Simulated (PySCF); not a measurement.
These are TPSSh-D3(BJ)/def2-TZVP // PBE-D3(BJ)/def2-SVP (PySCF 2.14.0) values and carry that method's errors. All species are isolated molecules in the gas phase. 

Reference species: [Hf(H)4] (neutral, multiplicity 1).

coordination number: 4
HOMO–LUMO gap: 5.40 eV
LUMO: -2.49 eV
HOMO: -7.89 eV

Changed species: [Hf(F)4] (0 of 4 F replaced by H; the reference has 4 of 4 F replaced by H).

Predict the effect on the coordination number, HOMO–LUMO gap, LUMO and HOMO.

the coordination number stays essentially unchanged; the HOMO–LUMO gap rises by 4.40 eV, to 9.80 eV; the LUMO increases by 1.28 eV, to -1.21 eV; the HOMO decreases by 3.12 eV, to -11.01 eV.
